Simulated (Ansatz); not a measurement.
`CC(C)(C)[CH2][Zr]([F])([F])[F]` at its PBE0-D4/def2-TZVP geometry, where that method's forces vanish. Charge 0, multiplicity 1. Zr: def2 effective core potential.

| atom | x (Å) | y (Å) | z (Å) |
| --- | --- | --- | --- |
| C1 | 0.290 | -0.662 | -1.332 |
| C2 | 0.003 | -0.584 | 0.168 |
| C3 | 0.718 | -1.737 | 0.872 |
| C4 | -1.500 | -0.711 | 0.403 |
| C5 | 0.505 | 0.759 | 0.721 |
| Zr6 | 0.089 | 2.570 | -0.471 |
| F7 | 1.450 | 2.652 | -1.798 |
| F8 | -1.661 | 2.434 | -1.210 |
| F9 | 0.223 | 4.017 | 0.753 |
| H10 | 0.012 | -1.639 | -1.737 |
| H11 | 1.350 | -0.500 | -1.546 |
| H12 | -0.291 | 0.078 | -1.899 |
| H13 | 0.358 | -2.704 | 0.508 |
| H14 | 0.549 | -1.697 | 1.951 |
| H15 | 1.797 | -1.692 | 0.699 |
| H16 | -1.731 | -0.672 | 1.471 |
| H17 | -2.057 | 0.090 | -0.093 |
| H18 | -1.874 | -1.662 | 0.015 |
| H19 | 1.607 | 0.752 | 0.769 |
| H20 | 0.162 | 0.907 | 1.755 |

**Question.** For each bond, give half the difference of the two atoms' forces along it (eV/Å; positive pushes the atoms apart) under PBE-D4, r2SCAN-D4, B3LYP-D4, ωB97M-V in def2-TZVPP. (Estimate.)

**Answer.** Computed: 
```
  bond  length (Å)  PBE-D4  r2SCAN-D4  B3LYP-D4  ωB97M-V
C1–H10       1.093    0.11      -0.03     -0.08    -0.07
C1–H11       1.093    0.09      -0.03     -0.08    -0.06
C1–H12       1.098    0.09      -0.02     -0.09    -0.04
 C2–C3       1.528    0.03       0.08      0.13     0.06
C3–H15       1.093    0.10      -0.03     -0.07    -0.05
C4–H16       1.093    0.10      -0.03     -0.07    -0.06
C4–H17       1.094    0.10      -0.03     -0.09    -0.05
C4–H18       1.093    0.10      -0.03     -0.08    -0.07
C5–Zr6       2.208   -0.06      -0.01      0.06    -0.02
C5–H19       1.104    0.11      -0.01     -0.11    -0.06
C5–H20       1.099    0.10      -0.03     -0.12    -0.08
Zr6–F7       1.902    0.19       0.06      0.15     0.05
Zr6–F8       1.904    0.19       0.06      0.14     0.04
Zr6–F9       1.900    0.19       0.07      0.14     0.05
```

B3LYP here is the variant with VWN-RPA as its local correlation; programs differ in this.
